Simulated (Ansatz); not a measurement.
Nudged elastic band run: CH8AlBSi

Input:

```yaml
crystal:
  periodic: [false, false, false]
  atoms:
    - { symbol: B, position_ang: [-1.67869, 1.792383, -0.278931] }
    - { symbol: Si, position_ang: [-1.388833, 0.24258, 0.918816] }
    - { symbol: Al, position_ang: [1.035707, -0.216769, 0.558886] }
    - { symbol: C, position_ang: [1.670287, -1.438186, -0.840673] }
    - { symbol: H, position_ang: [-1.9384, 1.63176, -1.447194] }
    - { symbol: H, position_ang: [-1.464203, 2.91796, 0.101744] }
    - { symbol: H, position_ang: [-1.588063, 0.518684, 2.376447] }
    - { symbol: H, position_ang: [-2.144779, -0.995181, 0.545989] }
    - { symbol: H, position_ang: [2.096178, 0.525246, 1.485654] }
    - { symbol: H, position_ang: [2.37014, -2.184383, -0.423812] }
    - { symbol: H, position_ang: [0.865257, -1.977818, -1.363786] }
    - { symbol: H, position_ang: [2.2423, -0.871576, -1.599238] }
basis:
  gaussian: { orbitals: def2-SVP }
hamiltonian:
  xc: b3lyp
neb:
  order_check: false
  images: 3
  f_tol: 0.03
  max_iterations: 60
  climbing: true
  final_atoms:
    - { symbol: B, position_ang: [-1.77233789, 1.68809139, -0.28554861] }
    - { symbol: Si, position_ang: [-1.34112669, 0.24070823, 0.99612173] }
    - { symbol: Al, position_ang: [1.07573616, -0.14325189, 0.5144435] }
    - { symbol: C, position_ang: [1.67941624, -1.40740193, -0.86130335] }
    - { symbol: H, position_ang: [-2.0910601, 1.43221514, -1.42190688] }
    - { symbol: H, position_ang: [-1.58899263, 2.846349, 0.00225403] }
    - { symbol: H, position_ang: [-1.46425015, 0.61027413, 2.44153314] }
    - { symbol: H, position_ang: [-2.06113994, -1.05041315, 0.75648876] }
    - { symbol: H, position_ang: [2.15691577, 0.68859458, 1.33639755] }
    - { symbol: H, position_ang: [0.87221768, -2.0177554, -1.29641576] }
    - { symbol: H, position_ang: [2.16187351, -0.85252103, -1.68822678] }
    - { symbol: H, position_ang: [2.44964906, -2.09018905, -0.45993532] }
  initial_path:
    images:
      - { positions_ang: [[-1.67869, 1.792383, -0.278931], [-1.388833, 0.24258, 0.918816], [1.035707, -0.216769, 0.558886], [1.670287, -1.438186, -0.840673], [-1.9384, 1.63176, -1.447194], [-1.464203, 2.91796, 0.101744], [-1.588063, 0.518684, 2.376447], [-2.144779, -0.995181, 0.545989], [2.096178, 0.525246, 1.485654], [2.37014, -2.184383, -0.423812], [0.865257, -1.977818, -1.363786], [2.2423, -0.871576, -1.599238]] }
      - { positions_ang: [[-1.6783167, 1.61019226, -0.34147786], [-1.28424498, 0.28078807, 0.9816973], [1.03631879, -0.26354682, 0.62834478], [1.66259777, -1.35050952, -0.90082881], [-1.81038956, 1.34806, -1.49561578], [-1.77852467, 2.75303634, -0.04802285], [-1.43282342, 0.78297125, 2.34926896], [-2.06536509, -0.92822463, 0.80272695], [2.13945196, 0.29474407, 1.66558935], [1.71282865, -2.18197719, -0.74753916], [1.10196454, -1.26027748, -1.59118608], [2.47340372, -1.14055635, -1.26905483]] }
      - { positions_ang: [[-1.67794339, 1.42800151, -0.40402471], [-1.17965696, 0.31899614, 1.0445786], [1.03693059, -0.31032465, 0.69780357], [1.65490854, -1.26283304, -0.96098462], [-1.68237913, 1.06436, -1.54403755], [-2.09284633, 2.58811268, -0.1977897], [-1.27758385, 1.0472585, 2.32209092], [-1.98595119, -0.86126826, 1.05946489], [2.18272592, 0.06424214, 1.84552471], [1.05551729, -2.17957137, -1.07126631], [1.33867207, -0.54273695, -1.81858615], [2.70450744, -1.4095367, -0.93887165]] }
      - { positions_ang: [[-1.72514064, 1.55804645, -0.34478666], [-1.26039183, 0.27985219, 1.02035016], [1.05633337, -0.22678827, 0.60612353], [1.66716239, -1.33511748, -0.91114398], [-1.88671961, 1.24828757, -1.48297221], [-1.84091948, 2.71723084, -0.09776783], [-1.370917, 0.82876631, 2.38181203], [-2.02354556, -0.9558407, 0.90797682], [2.16982084, 0.37641836, 1.59096113], [0.96386749, -2.09866339, -1.18384103], [1.75027279, -0.69762899, -1.75340647], [2.57707825, -1.74986287, -0.69940349]] }
      - { positions_ang: [[-1.77233789, 1.68809139, -0.28554861], [-1.34112669, 0.24070823, 0.99612173], [1.07573616, -0.14325189, 0.5144435], [1.67941624, -1.40740193, -0.86130335], [-2.0910601, 1.43221514, -1.42190688], [-1.58899263, 2.846349, 0.00225403], [-1.46425015, 0.61027413, 2.44153314], [-2.06113994, -1.05041315, 0.75648876], [2.15691577, 0.68859458, 1.33639755], [0.87221768, -2.0177554, -1.29641576], [2.16187351, -0.85252103, -1.68822678], [2.44964906, -2.09018905, -0.45993532]] }
```

Launched with:

```bash
$ ansatz run input.yaml --threads 2 --pin off --max-ram 3072MiB --backend cpu --events-out ev --progress --plain --runs-dir out
```

Output, in part (warnings, iteration lines, the closing report on the highest movable image, with atoms numbered from 0):

```
NEB end point (image 0): max|allowed force component| = 1.171e-2 eV/Å (the criterion of neb.relax_end_points is 1.000e-2)
NEB end point (image 4): max|allowed force component| = 8.715e-3 eV/Å (the criterion of neb.relax_end_points is 1.000e-2)
NEB iter   1: max|band force component| = 1.802e1 eV/Å  barrier→ = 4.0255 eV  barrier← = 4.0255 eV  Δτ_max = 0.2000 Å  (125 SCF iters)
NEB iter   2: max|band force component| = 2.130e0 eV/Å  barrier→ = 0.2023 eV  barrier← = 0.2023 eV  Δτ_max = 0.2000 Å  (82 SCF iters)
NEB iter   3: max|band force component| = 9.594e-1 eV/Å  barrier→ = 0.1106 eV  barrier← = 0.1105 eV  Δτ_max = 0.0771 Å  (81 SCF iters)
NEB iter   4: max|band force component| = 2.270e-1 eV/Å  barrier→ = 0.0478 eV  barrier← = 0.0478 eV  CI = image 2  Δτ_max = 0.1306 Å  (75 SCF iters)
NEB iter   5: max|band force component| = 1.362e-1 eV/Å  barrier→ = 0.0388 eV  barrier← = 0.0388 eV  CI = image 2  Δτ_max = 0.0739 Å  (74 SCF iters)
NEB iter   6: max|band force component| = 8.088e-2 eV/Å  barrier→ = 0.0299 eV  barrier← = 0.0299 eV  CI = image 2  Δτ_max = 0.0827 Å  (71 SCF iters)
NEB iter   7: max|band force component| = 5.293e-2 eV/Å  barrier→ = 0.0234 eV  barrier← = 0.0233 eV  CI = image 2  Δτ_max = 0.0964 Å  (72 SCF iters)
NEB iter   8: max|band force component| = 6.146e-2 eV/Å  barrier→ = 0.0174 eV  barrier← = 0.0173 eV  CI = image 2  Δτ_max = 0.0483 Å  (72 SCF iters)
NEB iter   9: max|band force component| = 6.037e-2 eV/Å  barrier→ = 0.0143 eV  barrier← = 0.0142 eV  CI = image 2  Δτ_max = 0.0483 Å  (72 SCF iters)
NEB iter  10: max|band force component| = 5.693e-1 eV/Å  barrier→ = 0.0119 eV  barrier← = 0.0118 eV  CI = image 1  Δτ_max = 0.0241 Å  (71 SCF iters)
NEB iter  11: max|band force component| = 2.912e-1 eV/Å  barrier→ = 0.0131 eV  barrier← = 0.0131 eV  CI = image 2  Δτ_max = 0.0483 Å  (74 SCF iters)
NEB iter  12: max|band force component| = 4.846e-2 eV/Å  barrier→ = 0.0097 eV  barrier← = 0.0097 eV  CI = image 2  Δτ_max = 0.0614 Å  (74 SCF iters)
NEB iter  13: max|band force component| = 7.756e-2 eV/Å  barrier→ = 0.0085 eV  barrier← = 0.0084 eV  CI = image 2  Δτ_max = 0.0308 Å  (71 SCF iters)
NEB iter  14: max|band force component| = 6.070e-2 eV/Å  barrier→ = 0.0082 eV  barrier← = 0.0081 eV  CI = image 2  Δτ_max = 0.0170 Å  (71 SCF iters)
NEB iter  15: max|band force component| = 9.275e-3 eV/Å  barrier→ = 0.0078 eV  barrier← = 0.0078 eV  CI = image 2  Δτ_max = 0.0000 Å  (143 SCF iters)
Total energy: -16312.56565269 eV, -599.4757306824 hartree
Atom 0 at    -1.715358     1.577060    -0.387315 Å, force     0.003468    -0.000598     0.009274 eV/Å
Atom 1 at    -1.315101     0.274777     1.051954 Å, force     0.001241     0.003709    -0.005583 eV/Å
Atom 2 at     1.097220    -0.226163     0.656912 Å, force     0.001772     0.002749    -0.001109 eV/Å
Atom 3 at     1.653645    -1.255060    -0.921037 Å, force    -0.000812    -0.002325    -0.000444 eV/Å
Atom 4 at    -2.011801     1.197969    -1.494913 Å, force     0.001698     0.004215     0.000722 eV/Å
Atom 5 at    -1.537359     2.760552    -0.224354 Å, force    -0.003495    -0.004836    -0.003237 eV/Å
Atom 6 at    -1.472177     0.788865     2.448115 Å, force    -0.000916    -0.002918     0.000475 eV/Å
Atom 7 at    -2.046874    -1.027719     0.927859 Å, force    -0.000353    -0.000416    -0.001246 eV/Å
Atom 8 at     2.167626     0.289765     1.716519 Å, force    -0.001425     0.001330    -0.002871 eV/Å
Atom 9 at     1.301637    -2.300262    -0.842962 Å, force    -0.003855    -0.001084     0.002258 eV/Å
Atom 10 at     1.207489    -0.851437    -1.847062 Å, force     0.002745    -0.002139     0.001985 eV/Å
Atom 11 at     2.747954    -1.283647    -1.049814 Å, force    -0.000069     0.002312    -0.000224 eV/Å
Dipole moment:     0.150793    -0.136036    -0.108630 e Å
```

The forces met the threshold. The top lies less than 8 meV above the higher end, about what the thresholds resolve: that end is a shoulder or a very shallow well. Another band between the same ends (5 images) ends at a top of the same energy, where a vibrational analysis finds 1 clearly imaginary mode. So few images can step over the top or miss a turn of the path.

Final band (atoms are numbered from 1 in the order of the input):

```json
{"image": "0", "path coordinate (Å)": "0.00", "energy (kJ/mol)": "0.0", "dihedral Si2–Al3–C4–H10 (°)": "-129"}
{"image": "1", "path coordinate (Å)": "1.10", "energy (kJ/mol)": "0.3", "dihedral Si2–Al3–C4–H10 (°)": "-100"}
{"image": "2", "path coordinate (Å)": "2.20", "energy (kJ/mol)": "0.8", "dihedral Si2–Al3–C4–H10 (°)": "-68"}
{"image": "3", "path coordinate (Å)": "3.09", "energy (kJ/mol)": "0.3", "dihedral Si2–Al3–C4–H10 (°)": "-35"}
{"image": "4", "path coordinate (Å)": "3.99", "energy (kJ/mol)": "0.0", "dihedral Si2–Al3–C4–H10 (°)": "-8"}
```

Time of the run: 110 s on 2 threads of Arm Neoverse V1, on a shared host, peak memory 0.21 GiB.
